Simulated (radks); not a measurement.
The numbers below are computed, except where a source is named.
Question: These are the eigenvalues of the occupied orbitals of an atom or ion with whole-number occupations (eV). Code: a radial shooting solver on a logarithmic mesh with Libxc functionals. Model: Dirac Kohn-Sham, LB94 model potential, spin-unpolarised, spherical densities, finite nucleus; Fermi nuclear charge, rms radius of each element as measured or else 0.836 A^(1/3) + 0.57 fm.

1s1/2: -73233.24
2s1/2: -13918.54
2p1/2: -13393.88
2p3/2: -11942.91
3s1/2: -4327.939
3p1/2: -4093.537
3p3/2: -3773.284
3d3/2: -3380.568
3d5/2: -3310.603
4s1/2: -1886.346
4p1/2: -1786.562
4p3/2: -1690.921
4d3/2: -1528.265

Which element is it, and in what charge state? The configuration may be excited. Open shells, if any, fill j = l - 1/2 first.

Answer: Z = 75, rhenium, charge +35: Re35+ in [Kr] 4d4. The list shows which subshells hold electrons but not how many an open one holds; the 1s level, -2691.3 hartree, gives Z - s = 73.4 by -(Z - s)^2/2, which with screening and relativity narrows Z to a few neighbours, and the depths of the outer levels then fix element, charge and occupations together.
